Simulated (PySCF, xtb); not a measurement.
CH4F2Ge, SMILES [F][GeH]([CH3])[F].

GFN2-xTB (xtb) at its own geometry gives an orbital gap of 7.60 eV and a dipole moment of 4.37 D.

Geometry optimised at B3LYP-D3(BJ)/def2-SVP.

Question: What does PBE/def2-TZVP (PySCF) give? (An estimate is asked for; the answer gives what the named calculation found.)

Answer: gap 7.54 eV (levels -7.96 and -0.43 eV), dipole 3.07 D.
